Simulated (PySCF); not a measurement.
BPd at CAM-B3LYP

Level: CAM-B3LYP. PySCF, scalar-relativistic core potentials, basis sets B def2-TZVPP, Pd def2-TZVPP with ECP28.

```
state                                           : ²Σ⁺ (doublet), unpaired electrons σ ↑
bond length                                     : 1.767 Å
harmonic wavenumber                             : 764 cm⁻¹
force constant                                  : 3.43 mdyn/Å
rotational constant Be                          : 0.5413 cm⁻¹
anharmonicity ωexe                              : 4.51 cm⁻¹
vibration–rotation constant αe                  : 0.00457 cm⁻¹
well depth De to B + Pd (4d10)                  : 3.58 eV
dissociation energy D0                          : 3.53 eV
bond order (Mayer)                              : 1.88
dipole moment (positive dipole means B(−)Pd(+)) : 1.53 D
```

The metal atom is held in its measured ground configuration; semilocal functionals can put another filling of s and d lower by some tenths of an eV, and De to that atom would be smaller. Spin–orbit coupling is left out, which matters for elements this heavy, above all for dissociation energies. The state is the lowest single determinant that the PBE0 search found; with open d or f shells the true ground state can be another one.
